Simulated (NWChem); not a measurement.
System meant: CH3AlFIO; SMILES C[O][Al]([F])[I]

The following NWChem deck was run.

```
start job
memory heap 200 mb stack 900 mb global 1100 mb
geometry units angstroms noautoz
  Al     0.608293    -1.132927    -0.010808
  F      2.259753    -1.190123    -0.071265
  I     -0.502413     1.044763     0.115645
  O     -0.234770    -2.577677    -0.037341
  C     -1.523282    -3.099690    -0.004215
  H     -1.725213    -3.680435    -0.920425
  H     -1.637257    -3.782764     0.854654
  H     -2.299532    -2.317441     0.079325
end
basis spherical
  Al library def2-svp
  F library def2-svp
  I library def2-svp
  O library def2-svp
  C library def2-svp
  H library def2-svp
end
dft
  xc b3lyp
  iterations 150
  mulliken
end
task dft energy
```

End of the output:

```
             Grid Information
             ----------------
          Grid used for XC integration:  medium
          Radial quadrature: Mura-Knowles
          Angular quadrature: Lebedev.
          Tag              B.-S. Rad. Rad. Pts. Rad. Cut. Ang. Pts.
          ---              ---------- --------- --------- ---------
          Al                  1.25       88          10.0       590
          F                   0.50       49          12.0       434
          I                   1.40      123          12.0       590
          O                   0.60       49          10.0       434
          C                   0.70       49          11.0       434
          H                   0.35       45          12.0       434
          Grid pruning is: on
          Number of quadrature shells:   493
          Spatial weights used:  Erf1

          Convergence Information
          -----------------------
          Convergence aids based upon iterative change in
          total energy or number of iterations.
          Levelshifting, if invoked, occurs when the
          HOMO/LUMO gap drops below (HL_TOL):  1.00D-02
          DIIS, if invoked, will attempt to extrapolate
          using up to (NFOCK): 10 stored Fock matrices.

                    Damping( 0%)  Levelshifting(0.5)       DIIS
                  --------------- ------------------- ---------------
          dE  on:    start            ASAP                start
          dE off:    2 iters        150 iters           150 iters

      Screening Tolerance Information
      -------------------------------
          Density screening/tol_rho:  1.00D-10
          AO Gaussian exp screening on grid/accAOfunc:  14
          CD Gaussian exp screening on grid/accCDfunc:  20
          XC Gaussian exp screening on grid/accXCfunc:  20
          Schwarz screening/accCoul:  1.00D-08

      Superposition of Atomic Density Guess
      -------------------------------------

      charge =      53.0 I (Iodine)

      symmetry species            s     p     d     f
      number of basis functions =10     7     6
      number of cont. functions = 4     4     2
      number of closed shells   = 5     3     2
      number of open shells     = 0     1     0
      open shell occupation     = 0     5     0
 ------------------------------------------------------------------------
 atomscf:atomd: error in atom scf                   0
 ------------------------------------------------------------------------
 ------------------------------------------------------------------------
  current input line :
    26: task dft energy
 ------------------------------------------------------------------------
 ------------------------------------------------------------------------
 This error has not yet been assigned to a category
 ------------------------------------------------------------------------
 For more information see the NWChem manual at https://nwchemgit.github.io

0:atomscf:atomd: error in atom scf:Received an Error in Communication
```

**Question.** Can this run be used? If not, why, and what is the fix?

**Answer.** The program stopped with an error. Cause: the def2 basis of a heavy element holds valence functions alone and wants its effective core potential (without it all electrons must fit into that basis). This input runs:
```
start job
memory heap 200 mb stack 900 mb global 1100 mb
geometry units angstroms noautoz
  Al     0.608293    -1.132927    -0.010808
  F      2.259753    -1.190123    -0.071265
  I     -0.502413     1.044763     0.115645
  O     -0.234770    -2.577677    -0.037341
  C     -1.523282    -3.099690    -0.004215
  H     -1.725213    -3.680435    -0.920425
  H     -1.637257    -3.782764     0.854654
  H     -2.299532    -2.317441     0.079325
end
basis spherical
  * library def2-svp
end
ecp
  I library def2-ecp
end
dft
  xc b3lyp
  iterations 150
  mulliken
end
task dft energy
```
It converges to -755.15542 Ha (B3LYP/def2-SVP with def2 effective core potentials on I).
